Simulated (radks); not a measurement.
Problem. Isoelectronic series with 54 electrons, each ion in its NIST ground configuration. Method: scalar-relativistic Kohn-Sham, PBE, spin-polarised, spherical densities, point nucleus; open shells are filled with parallel spins first (spin-orbit coupling, left out, can overturn this in heavy ions); computed with a radial shooting solver on a logarithmic mesh with Libxc functionals. Total energies (hartree) and mean radii <r> (bohr):

ion           configuration  E (hartree)     5p     5s
Xe                     [Xe]  -7447.30127  2.313  1.862
Cs+                    [Xe]   -7786.7884  2.071  1.738
La3+                   [Xe]   -8491.9696  1.756  1.540
Ce4+                   [Xe]   -8857.7336  1.642  1.459
Pr5+                   [Xe]   -9232.3379  1.546  1.388
Nd6+  [Kr] 4d10 4f2 5s2 5p4   -9615.5697  1.502  1.356
Pm7+  [Kr] 4d10 4f3 5s2 5p3  -10008.4685  1.443  1.310

Estimate the row of Ba2+ ([Xe]).

Solution. E (hartree) -8135.0009; 5p 1.894; 5s 1.632.
